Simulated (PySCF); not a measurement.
Calculation: PySCF with PBE-D3(BJ)/def2-TZVP // r2SCAN-D4/def2-TZVP. Gas-phase values, no solvent. 

Reference species (SMILES): `[InH3]` (neutral, multiplicity 1).

```
Item              Value
-------------  --------
HOMO–LUMO gap   4.35 eV
HOMO           -7.00 eV
```

Changed species: `[F][InH2]` (1 of 3 H replaced by F; the reference has 0 of 3 H replaced by F).

Problem. Give the shifts of the HOMO–LUMO gap and HOMO.

Solution. the HOMO–LUMO gap rises by 0.38 eV, to 4.73 eV; the HOMO falls by 0.28 eV, to -7.28 eV.
